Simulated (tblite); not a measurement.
Species: C2H6N2SSi2.
SMILES with atom numbers: `[SiH3:1][c:2]1[n:3][n:4][s:5][c:6]1[SiH3:7]` (hydrogens: H8, H9, H10 on Si1; H11, H12, H13 on Si7)

Computed values, GFN2-xTB/tblite, gas phase, harmonic and unscaled. This tight-binding method is rough: wavenumbers can miss measured ones by several per cent, in bad cases by 10 to 20. Modes of hydrogen on silicon can be 10 to 20 % off.

Harmonic wavenumbers (cm⁻¹): 34.8, 81.3, 116.9, 124.3, 188.3, 210.7, 388.9, 447.6, 455.9, 534.5, 546.7, 547.2, 572.9, 639.4, 655.6, 752.5, 760.0, 769.0, 770.1, 773.9, 786.5, 798.1, 905.4, 1057.8, 1260.1, 1366.7, 1429.9, 2242.9, 2245.2, 2263.1, 2265.4, 2292.0, 2320.9.

A = 1760, B = 1448, C = 809.1 MHz; mass 145.979 u (most abundant isotopes); point group Cs, symmetry number 1.

Question: Zero-point energy?

Answer: Half the sum of the wavenumbers: 15302 cm⁻¹ = 43.75 kcal/mol.

Question: What is S at 400 K and 1 bar for an ideal gas of classical rigid rotors and harmonic oscillators?

Answer: Translation 42.33, rotation 30.31, vibration 36.62: S = 109.3 cal/(mol K).

Question: And Cp and H(400 K) − H(0)?

Answer: Cp = 43.36 cal/(mol K), of which vibrations give 35.42 (their classical limit is 33 R = 65.6); H(400 K) − H(0) = 10.67 kcal/mol without the zero-point energy, 7.49 from vibrations.

Question: Which modes carry the vibrational entropy at 400 K?

Answer: 34.8 cm⁻¹: 6.12; 81.3 cm⁻¹: 4.44; 116.9 cm⁻¹: 3.72; 124.3 cm⁻¹: 3.60; 188.3 cm⁻¹: 2.80; 210.7 cm⁻¹: 2.59 cal/(mol K); the other 27 give 13.36 together.

Question: What must be added to the electronic energy to get the Gibbs energy at 400 K and 1 bar?

Answer: ZPE + [H(400 K) − H(0)] − T·S = 43.75 + 10.67 − 43.71 = 10.71 kcal/mol.

Question: How do the functions run with temperature in this model?

Answer: 
| T (K) | S (cal/(mol K)) | Cp (cal/(mol K)) | H − H(0) (kcal/mol) | G − H(0) (kcal/mol) | ln q(vib) |
| --- | --- | --- | --- | --- | --- |
| 100 | 70.1 | 17.6 | 1.28 | -5.73 | 1.82 |
| 200 | 85.0 | 27.0 | 3.49 | -13.52 | 4.23 |
| 300 | 97.8 | 36.3 | 6.67 | -22.67 | 6.62 |
| 500 | 119.5 | 48.6 | 15.28 | -44.48 | 11.32 |
| 800 | 144.8 | 58.5 | 31.51 | -84.31 | 17.70 |
| 1000 | 158.3 | 62.4 | 43.63 | -114.65 | 21.47 |

q(vib) and H(0) count from the zero-point level.

Question: Blend soft modes into free rotors: weight 1/[1 + (100 cm⁻¹/ν̃)⁴] for the oscillator and the rest for a rotor with moment μB/(μ + B), μ = h/(8π²ν), B = 10⁻⁴⁴ kg m². What vibrational entropy results?

Answer: 33.50 cal/(mol K) in place of 36.62, which changes −T·S at 400 K by +1.25 kcal/mol.

Hindered rotation and anharmonicity are outside this model.
